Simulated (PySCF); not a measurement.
Mapped SMILES: `[CH3:1][C:2]#[C:3][Si@@H:4]([PH2:5])[O:6][SiH3:7]` (H(Xn): hydrogen on atom n).

[PySCF 2.14.0 with density-fitted response routines: coordinates at the GFN2-xTB level; GIAO PBE0/pcSseg-1 shieldings; a single conformation; non-relativistic Hamiltonian; gas phase; equivalent nuclei averaged]

Referencing at the same level of theory: 13C (σref 186.93) and 1H (σref 31.72) and 29Si (σref 349.16) vs TMS; H3PO4 for 31P (σref 318.38); 17O (σref 336.08) vs H2O.

| atoms | nucleus | count | Hirshfeld charge | δ (ppm) |
| --- | --- | --- | --- | --- |
| C1 | 13C | 1 | -0.09 | ? |
| C2 | 13C | 1 | -0.02 | 114.5 |
| C3 | 13C | 1 | -0.19 | 87.0 |
| P5 | 31P | 1 | -0.02 | ? |
| Si7 | 29Si | 1 | 0.39 | -43.3 |
| H(Si7) | 1H | 3 | -0.08 | 5.11 |
| H(Si4) | 1H | 1 | -0.08 | 5.81 |
| Si4 | 29Si | 1 | 0.38 | -32.6 |
| O6 | 17O | 1 | -0.30 | 24.8 |
| H(C1) | 1H | 3 | 0.07 | ? |
| H(P5) | 1H | 2 | -0.01 | 1.20 |

**Question.** Estimate the values marked ?.

**Answer.** 
- C1: 5.8 ppm, propargylic methyl carbon; aliphatic region, no heteroatom directly attached
- H(C1): 2.10 ppm, hydrogen on a propargylic methyl carbon
- P5: -279.2 ppm, phosphorus bonded to Si, 2 H

Shifts are as computed. Against solution values, carbons near 30 ppm lie about +3 ppm off and those near 130 ppm about +5 ppm. Of 1211 compounds with measured shifts, 218 miss one by over three times the rms of a fit or turn the order of signals round; such compounds aren't used in these exercises. Experimental scales use liquid or dissolved standards, which lie at an offset from isolated H2O (liquid H2O: subtract about 36 ppm) and H3PO4.
